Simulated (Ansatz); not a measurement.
Reaction (formal exchange of groups at the In–I bond): `[Cl][In]([Cl])[I]` + `C=C` → `C=[CH][In]([Cl])[Cl]` + HI

Computed with Ansatz on PBE0-D4/def2-TZVP structures; ΔE is electronic, products minus reactants. CCSD(T)/CBS is the MP2 limit (def2-TZVPP, def2-QZVPP) plus CCSD(T) − MP2 in def2-TZVPP, frozen cores. This one scheme is used for every species. DFT in def2-TZVPP. Elements past krypton have def2 core potentials. For I, In outer-core shells are correlated without core-valence functions, which leaves a few kJ/mol of doubt a bond. Each species was taken in one conformer, which may not be the lowest.

`[Cl][In]([Cl])[I]`:

Cartesian coordinates in Å:
```
Cl 1.727 1.435 0.621
In 0.051 -0.015 -0.001
Cl 0.686 -2.127 -0.660
I -2.464 0.706 0.040
```

`C=C`:

Cartesian coordinates in Å:
```
C 0.547 0.125 -0.350
C -0.547 -0.125 0.350
H 1.395 -0.552 -0.344
H 0.641 1.018 -0.959
H -1.395 0.552 0.344
H -0.641 -1.018 0.959
```

`C=[CH][In]([Cl])[Cl]`:

Z-matrix (Å, degrees):
```
C
C 1 1.328
H 1 1.088 2 121.4
H 1 1.086 2 122.6 3 180.0
In 2 2.107 1 120.2 3 -180.0
H 2 1.086 1 120.5 3 0.0
Cl 5 2.315 2 127.3 1 -179.9
Cl 5 2.324 2 119.4 1 0.1
```

HI:

Z-matrix (Å, degrees):
```
I
H 1 1.610
```

```csv
level,ΔE (eV)
B97M-V,1.46
r2SCANh-D4,1.49
```

(1) What does CCSD(T)/CBS give? (Estimate.)

Largest T1 diagnostic among the species: 0.013.

## Answers

(1) Ansatz gave: +1.49 eV. The listed levels differ from it by -0.03, 0.00 eV.

From BLYP to BHLYP (50 % exact exchange), in def2-TZVPP and without D4, ΔE moves by +0.13 eV. Leaving LDA and LC-ωPBE aside and taking each functional with its dispersion term where it has one, the values, not all of them listed here, spread over 0.19 eV, from revPBE-D4 to BHLYP-D4. LDA lies −0.08 eV from PBE without D4.
